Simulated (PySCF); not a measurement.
SMILES Cc1ccsc1-c1sccc1C (GFN2-xTB optimised geometry):

```
22

C     -1.553    -2.316     0.021
C     -0.117    -1.913     0.008
C      0.921    -2.872     0.002
C      2.164    -2.331    -0.010
S      2.112    -0.618    -0.015
C      0.362    -0.618    -0.001
C     -0.362     0.618     0.000
S     -2.112     0.618     0.000
C     -2.164     2.330     0.000
C     -0.921     2.872     0.000
C      0.117     1.913     0.000
C      1.553     2.316     0.000
H     -1.630    -3.401     0.033
H     -2.073    -1.940    -0.860
H     -2.062    -1.921     0.900
H      0.737    -3.932     0.008
H      3.114    -2.828    -0.016
H     -3.114     2.828     0.000
H     -0.737     3.932     0.000
H      2.066     1.937    -0.883
H      1.630     3.401     0.008
H      2.069     1.924     0.876
```

Calculation: B3LYP/def2-SVP in PySCF.

### Question
What are the frontier orbital energies and the dipole moment?

### Answer
HOMO-2 -6.82 eV, HOMO-1 -6.68 eV, HOMO -5.41 eV, LUMO -1.11 eV, LUMO+1 0.35 eV; dipole moment 0.01 D.

On the same geometry PBE/def2-SVP (PySCF) gives HOMO-2 -6.00 eV, HOMO-1 -5.88 eV, HOMO -4.76 eV, LUMO -1.71 eV, LUMO+1 -0.41 eV; dipole moment 0.01 D.

Meta-Löwdin charges at B3LYP/def2-SVP: C1 -0.29, C2 -0.01, C3 -0.13, C4 -0.24, S5 0.25, C6 -0.12, C7 -0.12, S8 0.25, C9 -0.24, C10 -0.13, C11 -0.01, C12 -0.29, H13 0.10, H14 0.11, H15 0.11, H16 0.11, H17 0.12, H18 0.12, H19 0.11, H20 0.11, H21 0.10, H22 0.11.
